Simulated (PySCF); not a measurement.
# Radial density of Yb²⁸⁺ (ytterbium, charge +28)

UHF, [Kr] 4d6, high-spin 5D determinant. All numbers are calculated (PySCF 2.14, the non-relativistic Hamiltonian (point nucleus), in an even-tempered Gaussian basis (18 s from 2.2 bohr⁻², ratio 2.5; 12 p from 2.8 bohr⁻², ratio 2.5; 9 d from 2.8 bohr⁻², ratio 2.5; 4 f from 14 bohr⁻², ratio 2.7; 3 g from 21 bohr⁻², ratio 2.7)).

| r (bohr) | 4πr²ρ (e/bohr) | 4πr²(ρα − ρβ) |
| --- | --- | --- |
| 0.000358 | 0.3757 | 0.0000 |
| 0.000602 | 1.027 | 0.0000 |
| 0.00101 | 2.744 | 0.0000 |
| 0.00170 | 7.048 | -0.0001 |
| 0.00287 | 16.95 | -0.0002 |
| 0.00482 | 36.51 | -0.0005 |
| 0.00811 | 65.52 | -0.0008 |
| 0.0136 | 88.16 | -0.0001 |
| 0.0229 | 84.33 | 0.0147 |
| 0.0386 | 90.81 | 0.1759 |
| 0.0649 | 123.3 | 1.2616 |
| 0.109 | 97.82 | 3.9075 |
| 0.184 | 108.6 | 1.6313 |
| 0.309 | 43.13 | 3.7478 |
| 0.520 | 37.84 | 9.9300 |
| 0.874 | 2.219 | 0.6480 |
| 1.47 | 0.004195 | 0.0015 |

A non-relativistic calculation at this Z misses sizeable relativistic shifts. Spin-orbit coupling is strong in this species (close to jj coupling), so the high-spin LS determinant is a model state, not a physical level.
